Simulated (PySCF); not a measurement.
A species of formula C9H10OSi has this rotational fingerprint, computed with PySCF 2.14.0, PBE0-D3(BJ)/def2-SVP geometry optimisation, gas phase:

* Rotational constants: A = 1851, B = 660.8, C = 528.8 MHz
* Dipole components: |μa| = 0.09 D, |μb| = 0.12 D, |μc| = 0.47 D
* Inertial defect: -82.00 u·Å²
* κ: -0.80

Question: Which candidate fits, each taken in the one conformer that was computed?
A. `[SiH3:1][CH2:2][c:3]1[o:4][cH:5][c:6]2[cH:7][cH:8][cH:9][cH:10][c:11]12` with Si1–C2–C3–O4 -92°
B. `[CH3:1][O:2][C:3]1=[CH:4][c:5]2[cH:6][cH:7][cH:8][cH:9][c:10]2[SiH2:11]1` with C1–O2–C3–C4 0°

Answer: A. It is [SiH3]Cc1occ2ccccc12, an asymmetric top, point group C1. The candidates at the same level (rigid rotor, commonest isotopes):

```
               SMILES  A (MHz)  B (MHz)  C (MHz)  μa (D)  μb (D)  μc (D)  Δ (u·Å²)  point group           rotor
COC1=Cc2ccccc2[SiH2]1     2222    632.6    496.9    0.73    1.33    0.00     -9.18           Cs  asymmetric top
 [SiH3]Cc1occ2ccccc12     1851    660.8    528.8    0.09    0.12    0.47    -82.00           C1  asymmetric top
```

`COC1=Cc2ccccc2[SiH2]1` has A 20 % too high. No structure here is proved a minimum.
